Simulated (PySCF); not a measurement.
CH₄O₂, SMILES OCO. Atoms are numbered in the order given.

```xyz
7

O     -1.1681    -0.0942    -0.2468
C      0.0000     0.0000     0.5307
O      1.1681     0.0942    -0.2468
H     -1.2434     0.7093    -0.7760
H      0.0018     0.8948     1.1580
H     -0.0018    -0.8948     1.1580
H      1.2434    -0.7093    -0.7760
```
Charge 0, spin multiplicity 1.

The structure is a stationary point at B3LYP-D3(BJ)/def2-TZVP. Other conformers were not sampled.

Method: PBE/pcSseg-2 run with PySCF.

GIAO shieldings, no solvent; atoms alike by connectivity are averaged. δ = σ(ref) − σ: ¹⁷O against H2O (σ = 327.5 ppm); ¹³C against TMS (σ = 181.4 ppm); ¹H against TMS (σ = 31.47 ppm), references at their B3LYP-D3(BJ)/def2-TZVP geometries, non-relativistic.

```csv
nucleus,atoms,count,δ (ppm)
¹⁷O,"O1, O3",2,103.6
¹³C,C2,1,97.7
¹H,"H5, H6",2,5.11
¹H,"H4, H7",2,1.63
```
